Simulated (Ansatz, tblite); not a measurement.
Forces on GeH(OMe)3 (C3H10GeO3) at its B3LYP-D4/def2-SVP geometry. The state is a singlet with charge 0.

The xTB rows come from tblite.

GFN1-xTB (tblite), largest force 1.09 eV/Å:

```xyz
17
positions Å, forces eV/Å
Ge   -0.442    0.260   -0.906   -0.616    0.038   -0.904
H    -1.265    0.165   -2.195    0.611    0.067    0.860
O    -0.717    1.730    0.032    0.127    0.024   -0.152
C    -1.417    1.774    1.262   -0.277    0.113    0.355
H    -2.501    1.924    1.102    0.231   -0.062    0.012
H    -1.038    2.632    1.843   -0.065   -0.203   -0.116
H    -1.280    0.856    1.857   -0.018    0.184   -0.079
O     1.255    0.239   -1.408   -0.052    0.006   -0.043
C     2.290    0.511   -0.482    0.241    0.020    0.133
H     3.237    0.592   -1.039   -0.209   -0.018    0.096
H     2.398   -0.296    0.267   -0.030    0.171   -0.138
H     2.121    1.460    0.059    0.051   -0.171   -0.080
O    -0.768   -1.062    0.242   -0.009   -0.014    0.054
C    -0.517   -2.409   -0.098    0.031   -0.491   -0.088
H    -1.153   -2.758   -0.935    0.167    0.127    0.178
H    -0.743   -3.036    0.780    0.038    0.152   -0.136
H     0.539   -2.581   -0.380   -0.220    0.058    0.047
```

GFN2-xTB (tblite), largest force 0.62 eV/Å:

```
Ge -0.082 0.232 -0.076
H 0.321 0.024 0.303
O 0.002 -0.282 -0.043
C -0.384 0.051 0.488
H 0.400 -0.068 -0.047
H -0.013 -0.245 -0.268
H -0.018 0.290 -0.247
O -0.201 0.053 0.092
C 0.392 0.082 0.328
H -0.353 -0.042 0.040
H -0.096 0.235 -0.263
H 0.012 -0.308 -0.205
O 0.053 -0.107 -0.177
C 0.064 -0.598 -0.162
H 0.232 0.230 0.309
H 0.032 0.315 -0.155
H -0.362 0.136 0.083
```

PBE0-D4/def2-TZVP (Ansatz), largest force 0.45 eV/Å:

```
Ge 0.216 -0.069 0.393
H 0.029 0.006 0.053
O -0.027 -0.134 -0.033
C -0.141 -0.075 0.170
H 0.329 -0.050 -0.004
H -0.069 -0.248 -0.213
H -0.016 0.255 -0.179
O -0.103 0.047 0.090
C 0.099 0.045 0.216
H -0.314 -0.033 0.118
H -0.059 0.213 -0.238
H 0.035 -0.263 -0.176
O 0.038 0.049 -0.157
C 0.055 -0.195 -0.144
H 0.162 0.137 0.239
H 0.054 0.232 -0.225
H -0.287 0.083 0.091
```
